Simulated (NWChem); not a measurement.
System: BeSiH₃OCl; SMILES [SiH3][O][Be][Cl]

The following NWChem deck was run.

```
start job
memory heap 200 mb stack 900 mb global 1100 mb
geometry units angstroms noautosym nocenter noautoz
  Be    -0.032559     0.798165     0.003752
  Cl    -0.069769     2.608384     0.016776
  O     -0.004289    -0.610118    -0.006223
  Si     0.031530    -2.262945    -0.014594
  H     -0.832697    -2.782175    -1.115554
  H     -0.470965    -2.786156     1.290187
  H      1.431541    -2.736244    -0.225962
end
basis spherical
  * library def2-svp
end
dft
  xc b3lyp
  iterations 150
end
property
  response 1 0.0773
end
task dft property
```

Parts of the log:

```
             Northwest Computational Chemistry Package (NWChem) 7.3.0
             --------------------------------------------------------

                             Geometry "geometry" -> ""
                             -------------------------

 Output coordinates in angstroms (scale by  1.889725989 to convert to a.u.)

  No.       Tag          Charge          X              Y              Z
 ---- ---------------- ---------- -------------- -------------- --------------
    1 Be                   4.0000    -0.03255900     0.79816500     0.00375200
    2 Cl                  17.0000    -0.06976900     2.60838400     0.01677600
    3 O                    8.0000    -0.00428900    -0.61011800    -0.00622300
    4 Si                  14.0000     0.03153000    -2.26294500    -0.01459400
    5 H                    1.0000    -0.83269700    -2.78217500    -1.11555400
    6 H                    1.0000    -0.47096500    -2.78615600     1.29018700
    7 H                    1.0000     1.43154100    -2.73624400    -0.22596200

 Effective nuclear repulsion energy (a.u.)     152.6101295589

                              NWChem Property Module
                              ----------------------

                                 NWChem DFT Module
                                 -----------------

 Summary of "ao basis" -> "ao basis" (spherical)
 ------------------------------------------------------------------------------
       Tag                 Description            Shells   Functions and Types
 ---------------- ------------------------------  ------  ---------------------
 Be                         def2-svp                 5        9   3s2p
 Cl                         def2-svp                 8       18   4s3p1d
 O                          def2-svp                 6       14   3s2p1d
 Si                         def2-svp                 8       18   4s3p1d
 H                          def2-svp                 3        5   2s1p

            General Information
            -------------------
          SCF calculation type: DFT
          Wavefunction type:  closed shell.
          No. of atoms     :     7
          No. of electrons :    46
           Alpha electrons :    23
            Beta electrons :    23
          Charge           :     0
          Spin multiplicity:     1
          Use of symmetry is: off; symmetry adaption is: off
          Maximum number of iterations: 150
          AO basis - number of functions:    74
                     number of shells:    36
          Convergence on energy requested:  1.00D-06
          Convergence on density requested:  1.00D-05
          Convergence on gradient requested:  5.00D-04

              XC Information
              --------------
                         B3LYP Method XC Potential
                     Hartree-Fock (Exact) Exchange  0.200
                        Slater Exchange Functional  0.800 local
                    Becke 1988 Exchange Functional  0.720 non-local
              Lee-Yang-Parr Correlation Functional  0.810
                  VWN I RPA Correlation Functional  0.190 local

             Grid Information
             ----------------
          Grid used for XC integration:  medium
          Radial quadrature: Mura-Knowles
          Angular quadrature: Lebedev.
          Tag              B.-S. Rad. Rad. Pts. Rad. Cut. Ang. Pts.
          ---              ---------- --------- --------- ---------
          Be                  1.05       49          11.0       434
          Cl                  1.00       88          13.0       590
          O                   0.60       49           8.0       434
          Si                  1.10       88          11.0       590
          H                   0.35       45          12.0       434
          Grid pruning is: on
          Number of quadrature shells:   409
          Spatial weights used:  Erf1

      Superposition of Atomic Density Guess
      -------------------------------------

 Sum of atomic energies:        -838.80478130

      Non-variational initial energy
      ------------------------------

 Total energy =    -839.768553
 1-e energy   =   -1462.059989
 2-e energy   =     469.681306
 HOMO         =      -0.399810
 LUMO         =      -0.032389

   convergence    iter        energy       DeltaE   RMS-Dens  Diis-err
 ---------------- ----- ----------------- --------- --------- ---------
 d= 0,ls=0.0,diis     1   -841.2841632104 -9.94D+02  1.72D-02  7.16D-01
 d= 0,ls=0.0,diis     2   -841.1762153732  1.08D-01  9.77D-03  1.98D+00
 d= 0,ls=0.0,diis     3   -841.3678232426 -1.92D-01  2.22D-03  3.11D-02
 d= 0,ls=0.0,diis     4   -841.3707339411 -2.91D-03  8.64D-04  4.53D-03
 d= 0,ls=0.0,diis     5   -841.3714343570 -7.00D-04  1.37D-04  8.99D-05
  Resetting Diis
 d= 0,ls=0.0,diis     6   -841.3714465429 -1.22D-05  2.64D-05  3.80D-06
 d= 0,ls=0.0,diis     7   -841.3714470879 -5.45D-07  5.96D-06  8.28D-08

         Total DFT energy =     -841.371447087922
      One electron energy =    -1465.261794996698
           Coulomb energy =      533.178198864471
    Exchange-Corr. energy =      -61.897980514618
 Nuclear repulsion energy =      152.610129558922

 Numeric. integr. density =       45.999987931735

                       DFT Final Molecular Orbital Analysis
                       ------------------------------------

 Vector   21  Occ=2.000000D+00  E=-3.362719D-01
              MO Center=  5.5D-02,  6.1D-01,  1.4D-01, r^2= 7.0D+00
   Bfn.  Coefficient  Atom+Function         Bfn.  Coefficient  Atom+Function
  ----- ------------  ---------------      ----- ------------  ---------------
    20      0.338962  2 Cl px                22     -0.307891  2 Cl pz
    17      0.260975  2 Cl px                19     -0.237053  2 Cl pz
    65      0.198719  6 H  s                 70     -0.184433  7 H  s
    14      0.151836  2 Cl px                16     -0.137918  2 Cl pz
    31      0.130639  3 O  px                66      0.126604  6 H  s

 Vector   22  Occ=2.000000D+00  E=-3.170971D-01
              MO Center= -1.9D-01, -6.9D-02, -5.3D-02, r^2= 6.5D+00
   Bfn.  Coefficient  Atom+Function         Bfn.  Coefficient  Atom+Function
  ----- ------------  ---------------      ----- ------------  ---------------
    22      0.389233  2 Cl pz                33     -0.326724  3 O  pz
    19      0.276447  2 Cl pz                36     -0.267792  3 O  pz
    60     -0.228305  5 H  s                 61     -0.179641  5 H  s
    65      0.176925  6 H  s                 16      0.162223  2 Cl pz
    20      0.149210  2 Cl px                66      0.139178  6 H  s

 Vector   23  Occ=2.000000D+00  E=-3.170881D-01
              MO Center=  1.6D-01, -6.3D-02,  5.1D-02, r^2= 6.5D+00
   Bfn.  Coefficient  Atom+Function         Bfn.  Coefficient  Atom+Function
  ----- ------------  ---------------      ----- ------------  ---------------
    20      0.389030  2 Cl px                31     -0.326764  3 O  px
    17      0.276294  2 Cl px                34     -0.267821  3 O  px
    70      0.234033  7 H  s                 71      0.184024  7 H  s
    14      0.162133  2 Cl px                65     -0.161574  6 H  s
    22     -0.149106  2 Cl pz                49      0.135735  4 Si px

 Vector   24  Occ=0.000000D+00  E=-1.923689D-02
              MO Center= -1.8D-02,  1.7D-01,  7.9D-05, r^2= 6.6D+00
   Bfn.  Coefficient  Atom+Function         Bfn.  Coefficient  Atom+Function
  ----- ------------  ---------------      ----- ------------  ---------------
     3      1.116667  1 Be s                 30     -0.477688  3 O  s
    53      0.414860  4 Si py                13     -0.359986  2 Cl s
    45     -0.251111  4 Si s                 21      0.233455  2 Cl py
    29     -0.162170  3 O  s                 12     -0.154767  2 Cl s
    50      0.130530  4 Si py                71      0.131013  7 H  s

 Vector   25  Occ=0.000000D+00  E= 2.288705D-02
              MO Center= -1.9D-02,  6.9D-01,  2.1D-02, r^2= 4.4D+00
   Bfn.  Coefficient  Atom+Function         Bfn.  Coefficient  Atom+Function
  ----- ------------  ---------------      ----- ------------  ---------------
     7      0.510685  1 Be px                 9     -0.436040  1 Be pz
     4     -0.397066  1 Be px                 6      0.339066  1 Be pz
    52     -0.307526  4 Si px                66     -0.299752  6 H  s
    71      0.287407  7 H  s                 54      0.262559  4 Si pz
    20     -0.255332  2 Cl px                22      0.218023  2 Cl pz

 Vector   26  Occ=0.000000D+00  E= 2.290857D-02
              MO Center= -4.3D-02,  6.9D-01, -1.5D-02, r^2= 4.4D+00
   Bfn.  Coefficient  Atom+Function         Bfn.  Coefficient  Atom+Function
  ----- ------------  ---------------      ----- ------------  ---------------
     9      0.510922  1 Be pz                 7      0.436160  1 Be px
     6     -0.397284  1 Be pz                 4     -0.339095  1 Be px
    61     -0.337376  5 H  s                 54     -0.306772  4 Si pz
    52     -0.261868  4 Si px                22     -0.255457  2 Cl pz
    20     -0.218047  2 Cl px                71      0.179733  7 H  s

     Multipole analysis of the density
     ---------------------------------

[...]

 DFT Linear Response polarizability / au
 Frequency  =       0.0773000 / au
 Wavelength =     589.4353558 / nm
              X              Y              Z
 -----------------------------------------------
 X      38.6258505     -0.5386529     -0.0051303
 Y      -0.5386476     65.1225993      0.1811464
 Z      -0.0051301      0.1811408     38.6119654
 -----------------------------------------------
 Eigenvalues =      38.6153581     65.1347832     38.6102739
 Isotropic   =      47.4534717
 Anisotropic =      26.5219675
 -----------------------------------------------

 Magnetic Dipole Response Matrix (nonzero elements):

 Exiting AOResponse driver routine
```

Level: B3LYP/def2-SVP. Structure relaxed at the PBE0/def2-SVP level.
